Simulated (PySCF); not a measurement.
Species: C6H9OSi (doublet state).
Geometry (GFN2-xTB, Å), atoms numbered from 1 in this order:
```xyz
17
C6H9OSi angstrom
C      0.8664    2.6330    0.7649
C      0.5904    1.4657    0.7762
C      0.2609    0.0720    0.7732
Si     1.8120   -0.9507    0.1391
C     -0.8548   -0.3210   -0.0851
C     -1.3057    0.5645   -1.1862
C     -1.4438   -1.5849    0.1484
O     -1.0545   -2.3872    1.0003
H      1.0977    3.6562    0.7754
H      0.1074   -0.2986    1.7901
H      1.4937   -2.3646    0.2301
H      2.9271   -0.5472    0.9968
H      2.0466   -0.5074   -1.2382
H     -0.4677    0.8252   -1.8355
H     -2.0834    0.0881   -1.7792
H     -1.6927    1.5035   -0.7837
H     -2.3066   -1.8346   -0.4967
```

The hyperfine couplings belong to this conformer and change with its torsions.

Identity: `C(=O)[C](C)[C@H](C#C)[SiH3]` [radical].

The calculation used UKS B3LYP, pcH-1 on C H O Si, non-relativistic, mean-field spin-orbit, GIAO (PySCF 2.14.0). The structure is a single GFN2-xTB conformer in the gas phase; no vibrational or solvent corrections. Couplings are sensitive to structure, and on GFN2-xTB geometries they can be far from those on DFT ones. No stability test was run, so a lower SCF solution isn't excluded.

Principal values of hyperfine tensors in MHz (contact, dipolar and spin–orbit terms together), for some of the nuclei:

```
atom  isotope       A1      A2      A3
 H14       1H    74.33   75.68   84.63
 Si4     29Si   -79.91  -54.00  -52.73
  C5      13C    -1.51   -0.42  156.28
 H10       1H    43.33   47.14   53.23
  C7      13C   -34.81  -32.60  -26.54
  C6      13C   -25.07  -22.41  -21.32
  O8      17O  -118.87   25.90   27.16
 H12       1H    17.68   18.70   22.15
```

Give the isotropic coupling of each nucleus in MHz and in mT (g = 2.0048), and the anisotropic part.

a_iso = (A1 + A2 + A3)/3, Ti = Ai − a_iso; 1 mT corresponds to 28.060 MHz. The tensors hold a spin–orbit part: the run splits a_iso into a_FC + a_SO, and T includes its anisotropic share.

```
atom  a_iso (MHz)    a_FC   a_SO  a_iso (mT)      T1      T2      T3
 H14        78.21   78.21   0.00       2.787   -3.88   -2.53    6.42
 Si4       -62.21  -62.31   0.10      -2.217  -17.70    8.21    9.48
  C5        51.45   51.63  -0.18       1.833  -52.96  -51.87  104.83
 H10        47.90   47.90   0.00       1.707   -4.57   -0.76    5.33
  C7       -31.32  -31.40   0.08      -1.116   -3.49   -1.28    4.77
  C6       -22.93  -22.94   0.01      -0.817   -2.14    0.53    1.61
  O8       -21.94  -21.41  -0.53      -0.782  -96.93   47.84   49.10
 H12        19.51   19.51   0.00       0.695   -1.83   -0.81    2.64
```

What spin density at the nucleus of H10 lies behind its contact coupling (g_N = 5.58569)?

a_FC = 800.24 MHz bohr³ × g_N × ρ(0)/(2S). With a_FC = 47.90 MHz and 2S = 1, ρ(0) = 0.01072 bohr⁻³. In magnitude that is 3.4 % of the 1/π = 0.318 of a free hydrogen atom.

H16 (1H, g_N = 5.58569) isn't in the table. Its spin density at the nucleus is 0.0202 bohr⁻³. What is its contact coupling?

By the same relation, a_FC = 90.3 MHz. Its full tensor has the principal values 86.37, 87.74, 96.73 MHz.

Name the largest traceless tensor T of the table and describe it.

C5: -53.0, -51.9, 104.8 MHz (the dipolar term alone has -52.7, -51.9, 104.7), axial, in the ratio −1:−1:+2, the form that spin in one p orbital centred on that nucleus gives.

What first-order splitting does H14 cause when the field lies along A1, A2 or A3 of its tensor (g taken as isotropic, no quadrupole term)?

2 lines (I = 1/2), spaced by |A_i|/(g × 13.996): 2.65, 2.70, 3.02 mT along the axes of A1, A2 and A3.
